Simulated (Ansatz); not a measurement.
Born–Oppenheimer molecular dynamics of BrF₂H₅OSi₂ (11 atoms, charge 0, multiplicity 1). It starts at the highest image of a converged band. Of that band: The profile has 2 maxima (images 1, 4) with wells between them (image 2): this band takes more than one step, which may be the mechanism or a detour left from its start path. A vibrational analysis at the climbing image gives one clearly imaginary mode, 78i cm⁻¹: a first-order saddle point.

Computed with RKS PBE-D4/def2-SVP (Ansatz).

- ensemble: NVE (velocity Verlet)
- time step: 0.5 fs
- steps asked: 200
- starting velocities drawn for: 100 K
- seed: 4823

First frame:

```xyz
11
Properties=species:S:1:pos:R:3
Si 0.179 -0.362 0.053
O -0.216 -1.031 1.835
Si -1.401 -0.277 2.901
H -2.763 -0.500 2.340
H -1.209 -1.076 4.158
H -1.053 1.152 3.147
F 0.970 0.874 -0.680
F -1.122 0.623 0.505
H -0.459 -1.320 -0.883
Br 2.219 -1.478 0.507
H 0.546 -1.566 2.172
```

**Question.** How far do the bonds stretch over the last three quarters of this one trajectory? (Pairs bonded in most of those frames.)

**Answer.** 
```json
{"bond": "Si1–O2", "mean (Å)": "1.941", "spread (Å)": "0.031", "shortest": "1.90", "longest": "2.01"}
{"bond": "Si1–F7", "mean (Å)": "1.638", "spread (Å)": "0.006", "shortest": "1.63", "longest": "1.65"}
{"bond": "Si1–F8", "mean (Å)": "1.679", "spread (Å)": "0.009", "shortest": "1.67", "longest": "1.69"}
{"bond": "Si1–H9", "mean (Å)": "1.484", "spread (Å)": "0.004", "shortest": "1.48", "longest": "1.49"}
{"bond": "Si1–Br10", "mean (Å)": "2.403", "spread (Å)": "0.007", "shortest": "2.39", "longest": "2.42"}
{"bond": "O2–Si3", "mean (Å)": "1.755", "spread (Å)": "0.011", "shortest": "1.74", "longest": "1.77"}
{"bond": "O2–H11", "mean (Å)": "0.998", "spread (Å)": "0.005", "shortest": "0.99", "longest": "1.01"}
{"bond": "Si3–H4", "mean (Å)": "1.494", "spread (Å)": "0.026", "shortest": "1.45", "longest": "1.53"}
{"bond": "Si3–H5", "mean (Å)": "1.500", "spread (Å)": "0.010", "shortest": "1.48", "longest": "1.52"}
{"bond": "Si3–H6", "mean (Å)": "1.492", "spread (Å)": "0.011", "shortest": "1.47", "longest": "1.51"}
```

Mean temperature of the second half: 46 K. The conserved energy stayed within 0.022 meV per atom of its start (net change 0.018 meV per atom), so the integration is sound. A run of 0.1 ps of so small a system gives no equilibrium averages. The orbitals stay closed-shell, which can raise the energy where a bond breaks towards radicals; this wasn't checked here.

The run took 5.4 min on 4 threads of Arm Neoverse V1, on a shared host, peak memory 0.2 GiB.
